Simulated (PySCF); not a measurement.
Electronic absorption of C5H13PS

Compound: C5H13PS.
SMILES: `S(C)CPC(C)C`

Theory: TDDFT PBE0/def2-SVPD, vertical, gas phase, core orbitals frozen in the response in PySCF. Geometry: GFN2-xTB, one conformer, isolated molecule. Torsions of this conformer, `[CH3:1][S:2][CH2:3][PH:4][CH:5]([CH3:6])[CH3:7]`: C1–S2–C3–P4 -171°, S2–C3–P4–C5 -49°, C3–P4–C5–C6 -75°.

| state | E (eV) | λ (nm) | f | main configurations (H = HOMO, L = LUMO) |
| --- | --- | --- | --- | --- |
| S1 | 5.30 | 233.9 | 0.0006 | H→L (66%), H→L+1 (19%) |
| S2 | 5.69 | 218.0 | 0.0044 | H→L+1 (41%), H→L+2 (29%), H→L (28%) |
| S3 | 5.82 | 212.9 | 0.018 | H→L+2 (57%), H→L+1 (36%) |
| S4 | 6.27 | 197.7 | 0.030 | H-1→L (86%) |
| S5 | 6.46 | 191.9 | 0.062 | H-1→L+1 (59%), H-1→L+2 (26%), H→L+3 (9%) |
| S6 | 6.48 | 191.4 | 0.019 | H→L+3 (66%), H-1→L+1 (10%) |

Triplets (Tamm–Dancoff): T1 4.82 eV, H→L (67%), H→L+1 (12%); T2 5.23 eV, H→L+1 (32%), H-1→L (31%).

The lowest singlet comes at 234 nm (511 kJ/mol) in the ultraviolet; it is very weak; its leading configuration is HOMO→LUMO (66%). The strongest level in the table is S5 at 6.46 eV (192 nm, f = 0.062). Löwdin shares by element: HOMO sulfur 64%, carbon 18% or more, phosphorus 6%; LUMO sulfur 32%, phosphorus 20%, carbon 12% or more, hydrogen 7% or more (atoms not listed hold the other 29%). Of the 6 states listed, 4 reach f = 0.01 and none stays under 0.0005. Weighted by f, the mean energy of these states is 6.31 eV. The listed states span 1.18 eV, and the widest gap between neighbours is 0.45 eV (S3 to S4). The window holds the lowest 6 singlets.

Without π bonds the low states are Rydberg-like; a valence basis with one diffuse set may place them up to an eV too high.
